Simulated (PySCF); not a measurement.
How methods differ on the excitation energy of Re²⁺

Re²⁺ [Xe] 4f14 5d5 (6S) → Re²⁺ [Xe] 4f14 5d4 6s1 (6D), as a difference of total energies. Computed with PySCF 2.14 in def2-TZVPPD with the def2 core potential (60 electrons), with scalar relativity through the core potential. Correlated levels: valence: 5s2 5p6 frozen. The calculations carry no spin-orbit coupling.

```tsv
method	excitation energy (cm⁻¹)
UHF	22331
MP2 (valence)	23064
SCS-MP2 (valence)	22576
CCSD (valence)	22970
CCSD(T) (valence)	22964
```
